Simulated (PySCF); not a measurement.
Cost of one run: geometry optimisation, `[H][Mo]([H])([H])[H]` [triplet].

Method: PBE0-D3(BJ)/def2-SVP geometry optimisation, gas phase, def2 core potentials past Kr (PySCF 2.14.0). Work: geometry optimisation from a GFN2-xTB start, density fitting, unrestricted. The input is one job of a driver script: a line of settings, then coordinates in Å.

Input:
```
{"job": {"xc": "PBE0", "basis": "def2-SVP", "d3": "d3bj", "grid": 1, "maxiter": 40, "kind": "geom"}, "charge": 0, "multiplicity": 3}
Mo     0.000960    -0.000350    -0.000090
H      0.009240    -0.016810     1.672470
H      1.574600     0.011040    -0.567810
H     -0.795790     1.368600    -0.538000
H     -0.789010    -1.362480    -0.566580
```

Hardware: one thread of an x86-64 server, on a shared host.

Question: How large is the basis?

Answer: 51 functions.

Question: Which is nearest to the wall time?
A. 33 s
B. 4.1 min
C. 4.1 s

Answer: C. The run took 4.1 s. The run took 4 energy-and-gradient evaluations and 25 SCF cycles, 1.0 s an evaluation on average.

The output:
```
step   0  E = -70.45015819  max force = 0.004029
step   1  E = -70.45033479  max force = 0.001416
step   2  E = -70.45036173  max force = 0.000053
step   3  E = -70.45036201  max force = 0.000033
optimisation converged
```

Energies in Eh; «max force» is the largest Cartesian gradient component in Eh/bohr.

Times come from a shared host and carry two figures at best.

The run converged: final energy -70.45036 Eh after 3 steps; dipole 0.00 D.
